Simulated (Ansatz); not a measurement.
System: CH5Al (charge 0, singlet). 
Coordinates optimised at B3LYP-D3(BJ)/def2-TZVP (Ansatz, an electronic-structure program):
```
C
H 1 1.0914
H 1 1.0944 2 108.12
H 1 1.0955 2 107.65 3 -114.18
Al 1 1.9548 2 113.32 4 -122.23
H 5 1.5842 1 121.39 2 6.16
H 5 1.5845 6 118.84 1 -179.58
```

Property: vertical ionisation energy (to the doublet state of charge +1; each state is the SCF solution reached for its spin), in eV. Valence correlation only, unless marked. UHF or UKS for open shells. Spin-orbit coupling is left out. No relativistic terms. Basis-set limits of correlation are two-point, X^-3; Hartree-Fock from the larger set.

CCSD(T)/CBS(aug-cc-pV(T+d)Z,aug-cc-pV(Q+d)Z) (Ansatz) gives 10.67 eV.

**Question.** Another calculation gave 10.54 eV. Which level was it?
A. wB97X-V/def2-TZVPD (Ansatz)
B. PBE/def2-TZVPD (Ansatz)
C. PBE0/def2-TZVPD (Ansatz)

**Answer.** A, wB97X-V/def2-TZVPD (Ansatz). The others give 10.15 (PBE), 10.34 (PBE0) eV.
